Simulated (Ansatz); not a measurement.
Program: Ansatz. Geometries: PBE0-D4/def2-TZVP. ΔE: electronic, gas phase. CCSD(T)/CBS adds triple-zeta CCSD(T) − MP2 to the extrapolated MP2 energy (def2 sets, frozen cores). DFT in def2-TZVPP. B3LYP here is the variant with VWN-RPA as its local correlation; programs differ in this. Each species was taken in one conformer, which may not be the lowest.

`C[SiH](F)CS` + `[CH3][Al]([F])[SH]` → `C[S][Al]([CH3])[F]` + `F[SiH2]CS`  (substitution at a C–Si bond)

Is it downhill or uphill in electronic energy at CCSD(T)/CBS, and by how much? (An estimate is asked.)

Ansatz gave: Uphill: ΔE = +0.79 eV.

What do these levels give: PBE-D4, PBE0-D4, PBE, B3LYP, HF/CBS(def2), MP2/CBS(def2)? (Estimate.)

Computed: PBE-D4 0.77, PBE0-D4 0.80, PBE 0.77, B3LYP 0.77, HF/CBS(def2) 0.75, MP2/CBS(def2) 0.79 eV.

Largest T1 diagnostic among the species: 0.011.

In def2-TZVPP, CCSD(T) changes the Hartree–Fock value by +0.04 eV (the triples alone add −0.01 eV) and MP2 by +0.04 eV.
